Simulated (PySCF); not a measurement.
Si(Cl)3(SiH3) (Cl3H3Si2), SMILES [SiH3][Si](Cl)(Cl)Cl.

Coordinates come from a PBE-D3(BJ)/def2-SVP optimisation.

These are PBE-D3(BJ)/def2-SVP (PySCF 2.14.0) values and carry that method's errors.

Frequencies are harmonic and unscaled.

Modes within 1.5 cm⁻¹ of each other (mostly degenerate sets) share a row, with their intensities summed.

Computed normal modes with their intensities:
```csv
mode,ν (cm⁻¹),IR (km/mol),moving atoms (share of kinetic energy)
1–2,92,0.6,"Cl 55 %, Si 33 %, H 12 %"
3,121,0.0,H 98 %
4–5,169,5.4,"Cl 84 %, Si 13 %"
6,191,15.2,"Cl 51 %, Si 46 %"
7,354,4.1,"Cl 64 %, Si 33 %"
8–9,491,64.0,"H 76 %, Si 13 %, Cl 11 %"
10,548,108.9,"Si 75 %, Cl 20 %"
11–12,591,203.6,"Si 64 %, Cl 27 %, H 9 %"
13,825,181.3,"H 88 %, Si 12 %"
14–15,894,70.5,H 97 %
16,2166,35.1,H 99 %
17–18,2188,114.2,H 96 %
```
